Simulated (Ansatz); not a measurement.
`C=CCCC(C)C` and `BCC(C)C` differ in one atom or group.

Ansatz, PBE0-D4/def2-TZVP geometries, multiplicity 1. Each molecule was computed in one conformer, which needn't be the lowest.

```
                                          property  `C=CCCC(C)C`
                HOMO energy (PBE0/def2-TZVPP) / eV         -7.33
             HOMO energy (ωB97M-V/def2-TZVPP) / eV         -9.60
size of the dipole moment (ωB97M-V/def2-TZVPP) / D          0.46
                LUMO energy (PBE0/def2-TZVPP) / eV          0.42
               HOMO energy (B3LYP/def2-TZVPP) / eV         -7.11
                 LUMO energy (PBE/def2-TZVPP) / eV         -0.63
```

Problem. Give the same properties after the change, and the shifts. (Estimate.)

Solution. The calculation gave: 
```json
{"property": "HOMO energy (PBE0/def2-TZVPP) / eV", "`BCC(C)C`": "-8.66", "shift": "-1.33"}
{"property": "HOMO energy (ωB97M-V/def2-TZVPP) / eV", "`BCC(C)C`": "-10.96", "shift": "-1.36"}
{"property": "size of the dipole moment (ωB97M-V/def2-TZVPP) / D", "`BCC(C)C`": "0.66", "shift": "0.20"}
{"property": "LUMO energy (PBE0/def2-TZVPP) / eV", "`BCC(C)C`": "-1.21", "shift": "-1.63"}
{"property": "HOMO energy (B3LYP/def2-TZVPP) / eV", "`BCC(C)C`": "-8.46", "shift": "-1.35"}
{"property": "LUMO energy (PBE/def2-TZVPP) / eV", "`BCC(C)C`": "-2.25", "shift": "-1.62"}
```

With PBE0 the HOMO falls by 1.33 eV and the LUMO falls by 1.63 eV, so the gap narrows by about 0.30 eV. PBE moves the HOMO by -1.10 eV and ωB97M-V by -1.36 eV. Dipoles are sizes alone; their direction can turn.

Positive LUMOs are unbound, so they and the gaps depend on the basis.

B3LYP here is the variant with VWN-RPA as its local correlation; programs differ in this.
